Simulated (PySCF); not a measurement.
Molecule: SMILES [SiH3]C([SiH3])[SiH3], CH₁₀Si₃.

Bonds (- single, = double, # triple, : aromatic): Si1-C2 1.886 Å, C2-Si3 1.886 Å, C2-Si4 1.886 Å. Si1 carries H5, H6, H7; C2 carries H8; Si3 carries H9, H10, H11; Si4 carries H12, H13, H14.

Geometry PBE0-D3(BJ)/def2-SVP throughout; GIAO in PySCF, gas phase, one conformer, non-relativistic; equivalent atoms averaged; functional PBE0.

(1) How do the absolute shieldings σ depend on the basis set? (ppm; last column core-seconds on shared hosts with different chips, so compare them loosely)

(2) Which nucleus moves most, in ppm?

(3) Taking the largest basis, pcSseg-2 (305 functions), as the yardstick, rank the others by their worst heavy-atom deviation.

Answers

(1) 
```tsv
basis set	functions	Si1/Si3/Si4	C2	H5/H6/H7/H9/H10/H11/H12/H13/H14	H8	core-s
STO-3G	42	575.5	269.9	30.98	34.07	2.9
6-31G	68	482.6	224.6	28.73	33.84	5.2
pcSseg-0	68	451.6	228.5	28.78	34.68	10
6-31G*	88	450.6	215.4	27.68	33.00	6.5
def2-SVP	118	475.8	216.8	27.29	32.32	8.2
cc-pVDZ	118	475.5	217.3	27.26	31.99	14
pcSseg-1	139	413.7	208.5	27.22	32.21	9.8
6-311+G(2d,p)	192	405.1	205.4	27.17	31.99	17
aug-cc-pVDZ	194	473.7	215.8	27.19	31.92	31
def2-TZVP	202	393.1	206.2	27.13	32.08	19
IGLO-III	267	408.9	204.1	27.11	31.91	51
cc-pVTZ	272	412.7	208.9	27.17	31.89	53
pcSseg-2	305	403.2	206.1	27.12	31.84	82
```

(2) Si1/Si3/Si4 (silicon bonded to C, 3 H): from 393.1 ppm with def2-TZVP to 575.5 ppm with STO-3G. The smallest spread is 2.85 ppm, at H8. Proton shifts span only some 12 ppm, so a few tenths of a ppm matter as much there as several ppm in carbon.

(3) 6-311+G(2d,p) 1.8 ppm (192 functions), IGLO-III 5.7 ppm (267 functions), cc-pVTZ 9.5 ppm (272 functions), def2-TZVP 10.1 ppm (202 functions), pcSseg-1 10.5 ppm (139 functions), 6-31G* 47.4 ppm (88 functions), pcSseg-0 48.4 ppm (68 functions), aug-cc-pVDZ 70.5 ppm (194 functions), cc-pVDZ 72.3 ppm (118 functions), def2-SVP 72.6 ppm (118 functions), 6-31G 79.4 ppm (68 functions), STO-3G 172.2 ppm (42 functions).

A small basis that lands close on one nucleus may do so by chance; judge by the trend and by all nuclei.
